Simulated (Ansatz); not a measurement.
A short molecular-dynamics run on `[F][Al]([F])[F]`.

```yaml
crystal:
  periodic: [false, false, false]
  atoms:
    - {symbol: F, position_ang: [0.865736, -0.753462, 1.170578]}
    - {symbol: Al, position_ang: [0.013822, -0.015109, -0.005086]}
    - {symbol: F, position_ang: [-1.438935, -0.602300, -0.449836]}
    - {symbol: F, position_ang: [0.614877, 1.310671, -0.735954]}
basis:
  gaussian: {orbitals: "6-31G*"}
hamiltonian: {xc: {name: r2SCAN}, dispersion: d4}
md: {timestep: 1 fs, n_steps: 20, ensemble: nvt_langevin, temperature: 1500, initial_velocities: maxwell_boltzmann, friction: 0.01, seed: 547}
```

```sh
$ ansatz run in.yaml --threads 2 --pin off --events-out ev --progress --plain --max-ram 32768MiB --backend cpu
```

| step | time (fs) | potential energy (eV) | kinetic (eV) | T (K) | conserved (eV) |
| --- | --- | --- | --- | --- | --- |
| 0 | 0.0 | -14748.7369 | 0.5817 | 1125 | – |
| 1 | 1.0 | -14748.7374 | 0.6496 | 1256 | – |
| 2 | 2.0 | -14748.7350 | 0.7095 | 1372 | – |
| 3 | 3.0 | -14748.7302 | 0.6765 | 1309 | – |
| 4 | 4.0 | -14748.7250 | 0.5282 | 1022 | – |
| 5 | 5.0 | -14748.7201 | 0.4724 | 914 | – |
| 6 | 6.0 | -14748.7154 | 0.5319 | 1029 | – |
| 7 | 7.0 | -14748.7110 | 0.4591 | 888 | – |
| 8 | 8.0 | -14748.7067 | 0.4206 | 813 | – |
| 9 | 9.0 | -14748.7033 | 0.4187 | 810 | – |
| 10 | 10.0 | -14748.6997 | 0.4236 | 819 | – |
| 11 | 11.0 | -14748.6948 | 0.4010 | 776 | – |
| 12 | 12.0 | -14748.6891 | 0.3747 | 725 | – |
| 13 | 13.0 | -14748.6827 | 0.3092 | 598 | – |
| 14 | 14.0 | -14748.6756 | 0.2732 | 528 | – |
| 15 | 15.0 | -14748.6688 | 0.2294 | 444 | – |
| 16 | 16.0 | -14748.6624 | 0.2504 | 484 | – |
| 17 | 17.0 | -14748.6562 | 0.1982 | 383 | – |
| 18 | 18.0 | -14748.6515 | 0.2074 | 401 | – |
| 19 | 19.0 | -14748.6465 | 0.2279 | 441 | – |
| 20 | 20.0 | -14748.6404 | 0.2304 | 446 | – |

Velocities are drawn at the set temperature; a run this short doesn't reach equilibrium.

Frames (Å, forces in eV/Å):

```xyz
4
time=0.0 fs
F     0.866   -0.753    1.171    0.160   -0.140    0.222
Al    0.014   -0.015   -0.005    0.000    0.001    0.000
F    -1.439   -0.602   -0.450   -0.273   -0.111   -0.084
F     0.615    1.311   -0.736    0.113    0.249   -0.138
4
time=1.0 fs
F     0.851   -0.751    1.181    0.203   -0.116    0.229
Al    0.019   -0.011   -0.007   -0.177   -0.068   -0.043
F    -1.437   -0.609   -0.445   -0.137   -0.031   -0.068
F     0.620    1.310   -0.748    0.111    0.215   -0.118
4
time=2.0 fs
F     0.834   -0.748    1.192    0.276   -0.116    0.276
Al    0.024   -0.007   -0.007   -0.419   -0.130   -0.133
F    -1.436   -0.615   -0.441    0.028    0.060   -0.046
F     0.625    1.308   -0.759    0.116    0.187   -0.098
4
time=3.0 fs
F     0.816   -0.745    1.204    0.334   -0.106    0.306
Al    0.029   -0.003   -0.009   -0.651   -0.222   -0.188
F    -1.435   -0.620   -0.438    0.187    0.148   -0.027
F     0.630    1.307   -0.770    0.130    0.180   -0.091
4
time=4.0 fs
F     0.799   -0.742    1.215    0.362   -0.078    0.299
Al    0.032    0.001   -0.011   -0.788   -0.318   -0.176
F    -1.433   -0.624   -0.437    0.278    0.207   -0.027
F     0.634    1.305   -0.779    0.148    0.189   -0.095
4
time=5.0 fs
F     0.782   -0.738    1.224    0.397   -0.065    0.309
Al    0.034    0.003   -0.013   -0.861   -0.367   -0.159
F    -1.431   -0.625   -0.436    0.294    0.228   -0.046
F     0.639    1.303   -0.787    0.170    0.205   -0.104
4
time=6.0 fs
F     0.766   -0.734    1.235    0.427   -0.053    0.314
Al    0.037    0.005   -0.015   -0.895   -0.398   -0.124
F    -1.428   -0.625   -0.435    0.275    0.229   -0.075
F     0.644    1.299   -0.793    0.193    0.221   -0.115
4
time=7.0 fs
F     0.750   -0.732    1.245    0.425   -0.009    0.264
Al    0.039    0.007   -0.018   -0.876   -0.453   -0.023
F    -1.425   -0.625   -0.434    0.237    0.223   -0.111
F     0.649    1.296   -0.800    0.214    0.239   -0.129
4
time=8.0 fs
F     0.735   -0.730    1.255    0.400    0.060    0.170
Al    0.041    0.008   -0.022   -0.805   -0.527    0.129
F    -1.422   -0.626   -0.434    0.176    0.212   -0.156
F     0.655    1.293   -0.806    0.230    0.255   -0.143
4
time=9.0 fs
F     0.721   -0.729    1.264    0.348    0.152    0.034
Al    0.040    0.009   -0.027   -0.660   -0.560    0.291
F    -1.419   -0.628   -0.434    0.099    0.195   -0.203
F     0.662    1.290   -0.813    0.212    0.213   -0.122
4
time=10.0 fs
F     0.708   -0.726    1.274    0.286    0.250   -0.122
Al    0.038    0.011   -0.031   -0.482   -0.545    0.433
F    -1.417   -0.631   -0.435    0.031    0.179   -0.244
F     0.668    1.290   -0.820    0.165    0.116   -0.067
4
time=11.0 fs
F     0.694   -0.722    1.284    0.238    0.331   -0.254
Al    0.035    0.013   -0.034   -0.339   -0.512    0.532
F    -1.417   -0.634   -0.437   -0.009    0.174   -0.275
F     0.673    1.291   -0.827    0.109    0.007   -0.003
4
time=12.0 fs
F     0.680   -0.719    1.293    0.196    0.402   -0.375
Al    0.032    0.014   -0.038   -0.231   -0.483    0.617
F    -1.418   -0.636   -0.440   -0.020    0.178   -0.298
F     0.679    1.291   -0.833    0.055   -0.097    0.056
4
time=13.0 fs
F     0.668   -0.714    1.302    0.165    0.454   -0.478
Al    0.031    0.014   -0.041   -0.108   -0.397    0.675
F    -1.418   -0.637   -0.441   -0.044    0.172   -0.325
F     0.686    1.293   -0.837   -0.014   -0.229    0.128
4
time=14.0 fs
F     0.657   -0.710    1.309    0.155    0.482   -0.543
Al    0.030    0.013   -0.045    0.025   -0.250    0.689
F    -1.418   -0.638   -0.442   -0.086    0.154   -0.359
F     0.692    1.296   -0.840   -0.095   -0.386    0.212
4
time=15.0 fs
F     0.646   -0.705    1.315    0.148    0.500   -0.596
Al    0.029    0.011   -0.049    0.122   -0.136    0.706
F    -1.420   -0.638   -0.444   -0.109    0.145   -0.384
F     0.698    1.297   -0.843   -0.161   -0.509    0.274
4
time=16.0 fs
F     0.635   -0.700    1.321    0.136    0.517   -0.651
Al    0.026    0.010   -0.053    0.208   -0.044    0.734
F    -1.422   -0.639   -0.446   -0.127    0.135   -0.405
F     0.704    1.297   -0.846   -0.217   -0.609    0.322
4
time=17.0 fs
F     0.625   -0.696    1.326    0.126    0.529   -0.696
Al    0.024    0.008   -0.057    0.290    0.048    0.751
F    -1.424   -0.639   -0.449   -0.143    0.127   -0.423
F     0.708    1.298   -0.848   -0.273   -0.705    0.369
4
time=18.0 fs
F     0.616   -0.691    1.330    0.115    0.536   -0.732
Al    0.020    0.008   -0.059    0.342    0.116    0.760
F    -1.427   -0.640   -0.453   -0.136    0.128   -0.431
F     0.713    1.298   -0.848   -0.321   -0.780    0.403
4
time=19.0 fs
F     0.607   -0.685    1.335    0.098    0.550   -0.781
Al    0.018    0.007   -0.063    0.387    0.149    0.798
F    -1.430   -0.641   -0.457   -0.125    0.133   -0.438
F     0.719    1.298   -0.849   -0.361   -0.832    0.422
4
time=20.0 fs
F     0.598   -0.681    1.340    0.071    0.580   -0.858
Al    0.016    0.007   -0.067    0.448    0.141    0.886
F    -1.431   -0.643   -0.461   -0.129    0.136   -0.453
F     0.727    1.295   -0.850   -0.390   -0.857    0.425
```

It took 52 s on 2 threads of a server CPU on a shared host, with 0.46 GiB of host memory at the peak.
